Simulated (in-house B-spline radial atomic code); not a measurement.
The numbers below are computed, except where a source is named.
## C6 from the polarisability at imaginary frequency: Sn V (Sn4+)

B3LYP (VWN-RPA) linear response of the closed shell [Kr] 4d10, from an all-electron radial atomic-structure program (B-spline basis); scalar-relativistic (spin-free one-electron X2C), finite nucleus, no spin-orbit coupling; shells from n = 2 respond.

The dispersion coefficient of two like species is C6 = (3/π) ∫ α(iu)² du from 0 to ∞.

| u (hartree) | α(iu) (bohr³) |
| --- | --- |
| 0 | 2.395 |
| 0.335 | 2.318 |
| 0.783 | 2.049 |
| 1.34 | 1.657 |
| 2.24 | 1.147 |
| 3.35 | 0.753 |
| 5.03 | 0.4418 |
| 7.83 | 0.228 |
| 11.2 | 0.1302 |
| 16.8 | 0.06884 |
| 28 | 0.03079 |
| 55.9 | 0.009862 |

Q: Fit one oscillator, α(iu) = α(0)/(1 + u²/ω²), through u = 5.03 and estimate C6.

A: From α(0)/α(iu) − 1 = 2.395/0.4418 − 1 = 4.4210, ω = u/√4.4210 = 2.3923 hartree (65.1 eV). London's formula gives C6 = (3/4) α(0)² ω = 0.75 × 2.395² × 2.3923 = 10.29 hartree·bohr⁶, and the oscillator holds f = α(0) ω² = 13.71 electrons, of a sum of oscillator strengths of 44.5.

Q: How does that compare with the full integral?

A: The program's quadrature over all excitations gives C6 = 9.298, so the single oscillator is off by +10.7 %. At the last point the fit gives α = 0.00438 against 0.00986: higher excitations, and deeper shells where there are any, keep the true curve higher at large u.
